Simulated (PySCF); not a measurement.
**Worked example: oscillator strength and radiative lifetime**

C₈H₅N₅, SMILES C1=CC2=NC=NC3=NC=CC(=N1)N23.

Coordinates come from a B3LYP-D3(BJ)/def2-SVP optimisation.

TDA-ωB97X/def2-SVP run with PySCF 2.14.0 puts the first singlet state with f over 0.02 at 4.88 eV (vertical), with the transition dipole (1.403, -0.986, 0.000) in atomic units.

Q: Find the oscillator strength, the wavelength and the radiative lifetime that this transition would have in vacuum if emission retraced absorption.

A: 
|μ|² = 2.9406 au, so |μ| = 4.36 D. ΔE = 4.88/27.211 = 0.1793 hartree. f = (2/3) ΔE |μ|² = 0.352 (the program prints 0.352).
λ = 1239.84/4.88 = 254 nm; ν = 39360 cm⁻¹.
Einstein's coefficient A = 0.6670 ν² f s⁻¹ (ν in cm⁻¹) = 3.6e8 s⁻¹, so τ = 1/A = 2.8 ns. This state is S5; the lower singlets have f = 0.003, 0.000, 0.000, 0.000. The figure is the radiative limit of this one transition; relaxation, internal conversion, crossing to triplets and a medium change what is measured.
